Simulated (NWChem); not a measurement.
**Basis-set convergence for H2PbS2**

```xyz
5

Pb     0.2471     0.4493     0.0000
S      1.1124    -1.9467     0.0000
H     -0.1129    -2.5179     0.0000
S     -2.2044    -0.2614     0.0000
H     -2.6750     1.0063     0.0000
```
Charge 0, spin multiplicity 1.

Program: NWChem. All single points use one geometry, from PBE0/def2-SVP with def2 effective core potentials on Pb, a minimum by its harmonic frequencies. It is one conformer; others weren't searched.

Quantity: first vertical ionisation energy at the level G0W0@PBE.

Effective core potentials replace the inner electrons of Pb; spin-orbit coupling is left out. GW and range-separated runs recompute their integrals, the others keep them in memory, which bears on the times. The structure started from a generated list of species.

The cost column gives rough processor time relative to def2-SVP; each entry includes its own SCF.

```csv
basis,functions,first vertical ionisation energy (eV),relative cost
def2-SVP,72,…,1
def2-SVPD,102,…,under 3
def2-TZVP,136,…,6
def2-TZVPP,162,8.09,7
def2-TZVPD,166,8.09,10
```

### Question
Fill in the missing entries.

### Answer

- def2-SVP, first vertical ionisation energy (eV): 7.48
- def2-SVPD, first vertical ionisation energy (eV): 7.77
- def2-TZVP, first vertical ionisation energy (eV): 8.04
